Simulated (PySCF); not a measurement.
Cr(2+) (chromium, charge +2): UHF calculation

Configuration: [Ar] 3d4, high-spin 5D determinant. Computed with PySCF 2.14 in aug-cc-pwCVTZ-DK (10s9p7d4f3g, 127 functions), with scalar relativity by spin-free X2C-1e.

```
Total energy                                                  : -1048.883409 hartree
One-electron energy                                           : -1428.5728 hartree
Hartree (Coulomb) energy                                      : 427.3872 hartree
Exchange energy                                               : -47.6977 hartree
⟨S²⟩                                                          : 6.0014
⟨L²⟩                                                          : 6.018
Sum of ⟨r⟩                                                    : 14.56 bohr
Sum of ⟨r²⟩                                                   : 16.15 bohr²
Traceless quadrupole moment −½Σ⟨3z² − r²⟩ along its main axis : -0.488 e·bohr²
Langevin diamagnetic susceptibility                           : -12.8 ×10⁻⁶ cm³/mol
```

```json
{"shell": "1s β", "electrons": "1", "mean orbital energy (hartree)": "-222.86325", "spread (hartree)": "0", "rms radius, mean of both spins (bohr)": "0.0734"}
{"shell": "1s α", "electrons": "1", "mean orbital energy (hartree)": "-222.86102", "spread (hartree)": "0", "rms radius, mean of both spins (bohr)": "0.0734"}
{"shell": "2s α", "electrons": "1", "mean orbital energy (hartree)": "-27.45035", "spread (hartree)": "0", "rms radius, mean of both spins (bohr)": "0.316"}
{"shell": "2s β", "electrons": "1", "mean orbital energy (hartree)": "-27.35853", "spread (hartree)": "0", "rms radius, mean of both spins (bohr)": "0.316"}
{"shell": "2p α", "electrons": "3", "mean orbital energy (hartree)": "-23.08848", "spread (hartree)": "0.00077", "rms radius, mean of both spins (bohr)": "0.287"}
{"shell": "2p β", "electrons": "3", "mean orbital energy (hartree)": "-22.99728", "spread (hartree)": "0.02835", "rms radius, mean of both spins (bohr)": "0.287"}
{"shell": "3s α", "electrons": "1", "mean orbital energy (hartree)": "-4.32463", "spread (hartree)": "0", "rms radius, mean of both spins (bohr)": "0.965"}
{"shell": "3s β", "electrons": "1", "mean orbital energy (hartree)": "-4.01604", "spread (hartree)": "0", "rms radius, mean of both spins (bohr)": "0.965"}
{"shell": "3p α", "electrons": "3", "mean orbital energy (hartree)": "-3.07144", "spread (hartree)": "0.04879", "rms radius, mean of both spins (bohr)": "1.04"}
{"shell": "3p β", "electrons": "3", "mean orbital energy (hartree)": "-2.69395", "spread (hartree)": "0.07260", "rms radius, mean of both spins (bohr)": "1.04"}
{"shell": "3d α", "electrons": "4", "mean orbital energy (hartree)": "-1.19168", "spread (hartree)": "0.06418", "rms radius, mean of both spins (bohr)": "1.33"}
```

Densities and radii are taken from the X2C orbitals without a picture-change correction, which distorts them close to the nucleus.

Spin-orbit constants ζ (cm⁻¹) from the X2C one-electron operator on these orbitals: bare nucleus, nucleus screened by l(l+1)(2l+1)/3 electrons, and screened by the Breit-Pauli mean field of the electrons.

```json
{"shell": "2p", "bare": "49360", "screened nucleus": "45250", "mean field": "n/a"}
{"shell": "3p", "bare": "5728", "screened nucleus": "5251", "mean field": "n/a"}
{"shell": "3d", "bare": "486.7", "screened nucleus": "283.9", "mean field": "n/a"}
```

To first order the Landé constant is A = 70.98 cm⁻¹, so the lowest level has J = 0 and lies 0.0528 eV below the centre of the term. This holds in LS coupling only.
